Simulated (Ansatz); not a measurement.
`[O][GaH2]` radical. Charge 0, multiplicity 2.

Cartesian coordinates in Å:
```
O 1.652 -0.200 0.179
Ga -0.119 0.014 -0.013
H -0.547 1.336 -0.713
H -0.985 -1.150 0.547
```

Q: What are the harmonic wavenumbers in cm⁻¹ at PBE0-D4/def2-TZVP (Ansatz, finite differences of forces, unscaled)? (Estimate.)

A: Ansatz gave: 398, 607, 651, 708, 2015, 2022.

Q: Is this a minimum?

A: Yes, all 6 modes are real.

Q: Give the ideal-gas thermochemistry at 298.15 K and 1 bar (rigid rotor, harmonic oscillator; point group C2v, symmetry number 2).

A: Zero-point energy 38.3 kJ/mol; H(298) − E = 50.1 kJ/mol; entropy 259.4 J/(mol·K), of which translation 164.7, rotation 80.3, vibration 8.7, electronic 5.8; G(298) − E = -27.3 kJ/mol.

Q: And at 400, 500, 600, 800 and 1000 K?

A: 
```csv
T (K),H − E (kJ/mol),S (J/mol/K),G − E (kJ/mol)
400,55.6,275.3,-54.5
500,61.5,288.5,-82.7
600,67.8,299.9,-112.2
800,81.2,319.2,-174.2
1000,95.5,335.2,-239.6
```
